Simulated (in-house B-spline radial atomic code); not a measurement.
**The gallium ion Ga⁴⁺: [Ar] (3d3/2)4 (3d5/2)5**

Method: Dirac-Hartree-Fock, average of the jj configuration, Fermi nucleus of rms radius 3.9973 fm. Calculated with a radial B-spline atomic code at the basis-set limit.

Effective charges: Z_r = [3n² - l(l+1)]/(2<r>) from the radius, Z_e = n√(-2ε) from the energy, and Slater's rules. Values are occupation-weighted means over j.

| shell | electrons | ε (eV) | <r> (bohr) | Z_r | Z_e | Slater |
| --- | --- | --- | --- | --- | --- | --- |
| 1s | 2 | -10507 | 0.04858 | 30.88 | 27.79 | 30.70 |
| 2s | 2 | -1401.4 | 0.2167 | 27.69 | 20.30 | 26.85 |
| 2p | 6 | -1223.3 | 0.1905 | 26.25 | 18.96 | 26.85 |
| 3s | 2 | -236.69 | 0.6459 | 20.90 | 12.51 | 19.75 |
| 3p | 6 | -180.45 | 0.6699 | 18.66 | 10.93 | 19.75 |
| 3d | 9 | -89.562 | 0.7373 | 14.24 | 7.70 | 10.20 |

The least bound orbital is 3d5/2 at -89.21 eV, and it is also the most diffuse (<r> = 0.7394 bohr).

For the 1s electron the small component carries 1.26 % of the norm, the zero-frequency Breit interaction raises the level by 14.63 eV, self-energy by 7.524 eV, and vacuum polarisation lowers it by 0.7115 eV.

The density falls to 0.001 bohr⁻³ at 2.33 bohr; Σ<r²> = 10.589 bohr² gives, by the non-relativistic formula and without the paramagnetism of open shells, a Langevin diamagnetic susceptibility of -8.386×10⁻⁶ cm³/mol.
